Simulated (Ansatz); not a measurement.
Reactions of C$_{2}$H$_{5}$ClOSi (`OC1(Cl)C[SiH2]1`).

Calculated with Ansatz (gas phase, PBE0-D4/def2-TZVP geometries, no zero-point term in ΔE). CBS: MP2 limit from def2 TZ/QZ plus the TZ coupled-cluster correction, frozen cores. This one scheme is used for every species, atoms too. For atomizations the MP2-based limit and the directly extrapolated one differ by several kJ/mol either way, and by 10 to 25 for some Ge, Se and Sn compounds, so smaller differences from it don't rank the levels. Functionals use def2-TZVPP. No spin–orbit coupling; open shells (•) take unrestricted orbitals. Spin–orbit coupling would lower the free atoms: a little for C, Cl, O, Si. Elements past krypton have def2 core potentials. For I outer-core shells are correlated without core-valence functions, so the limit isn't a true one: a few kJ/mol of doubt a bond, and 10 to 20 or more in all where bonds break to atoms. Each species was taken in one conformer, which may not be the lowest.

| reaction | PBE-D4 (kJ/mol) | CCSD(T)/CBS(def2) (kJ/mol) |
| --- | --- | --- |
| `OC1(Cl)C[SiH2]1` + HI → `OC1(I)C[SiH2]1` + HCl | -15 | -20 |
| `OC1(Cl)C[SiH2]1` → 2 C• + Cl• + 5 H• + O• + Si• | 3624 | 3526 |
| `OC1(Cl)C[SiH2]1` + H₂ → `ClC1C[SiH2]1` + H₂O | -81 | -98 |
| `OC1(Cl)C[SiH2]1` → `CC1(Cl)O[SiH2]1` | -92 | -101 |
| `OC1(Cl)C[SiH2]1` → `Cl[SiH]1CCO1` | -311 | -340 |
| `OC1(Cl)C[SiH2]1` + HCl → `ClC1(Cl)C[SiH2]1` + H₂O | -1 | -10 |
| `OC1(Cl)C[SiH2]1` + CH₄ → `CC1(O)C[SiH2]1` + HCl | -5 | -14 |
| `OC1(Cl)C[SiH2]1` → `O[SiH2]/C=C/Cl` | -189 | -220 |

Largest T1 diagnostic: 0.013, for `CC1(Cl)O[SiH2]1`.
